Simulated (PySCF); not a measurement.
## s to d promotion along the 3d series

All values are computed (PySCF 2.14, energy differences of UHF-based or UKS calculations, no spin-orbit coupling). Basis: ANO-RCC-VTZP, spin-free X2C. Energy of d^(n+1) s¹ above d^n s² in eV (negative where d^(n+1) s¹ lies lower), between high-spin terms; measured values are centres of gravity of the terms (NIST).

| element | terms | UHF | LDA | PBE | r2SCAN | PBE0 | MP2 (valence and next inner shell) | CCSD(T) (valence) | CCSD(T) (valence and next inner shell) | measured |
| --- | --- | --- | --- | --- | --- | --- | --- | --- | --- | --- |
| Sc | 3d1 4s2 (2D) → 3d2 4s1 (4F) | 1.113 | 0.676 | 0.621 | n/a | 0.734 | 1.372 | 1.738 | 1.599 | 1.427 |
| Ti | 3d2 4s2 (3F) → 3d3 4s1 (5F) | 0.741 | -0.090 | -0.100 | -0.330 | 0.114 | 0.570 | 1.105 | 0.918 | 0.806 |
| Cr | 3d4 4s2 (5D) → 3d5 4s1 (7S) | -0.882 | -1.930 | -1.850 | -1.947 | -1.607 | -1.583 | -0.837 | -0.993 | -1.003 |
| Co | 3d7 4s2 (4F) → 3d8 4s1 (4F) | 1.750 | 0.130 | 0.199 | 0.298 | 0.492 | -0.287 | 0.742 | 0.724 | 0.417 |
| Cu | 3d9 4s2 (2D) → 3d10 4s1 (2S) | 0.185 | -2.227 | -1.892 | -1.496 | -1.456 | -2.939 | -1.340 | -1.447 | -1.490 |

Task: Estimate the missing row, V.

Result: The calculation gives UHF 0.404; LDA -0.794; PBE -0.674; r2SCAN -0.598; PBE0 -0.401; MP2 (valence and next inner shell) -0.176; CCSD(T) (valence) 0.516; CCSD(T) (valence and next inner shell) 0.292. The measured value is 0.245.

Task: Which way does each method err?

Result: Mean (and mean absolute) errors over the 5 elements with all values: UHF 0.64 (0.67) eV; LDA -0.78 (0.78) eV; PBE -0.66 (0.66) eV; r2SCAN -0.61 (0.61) eV; PBE0 -0.37 (0.41) eV; MP2 (valence and next inner shell) -0.68 (0.68) eV; CCSD(T) (valence) 0.24 (0.24) eV; CCSD(T) (valence and next inner shell) 0.10 (0.10) eV. A negative mean favours the extra d electron, a positive one the s² configuration.
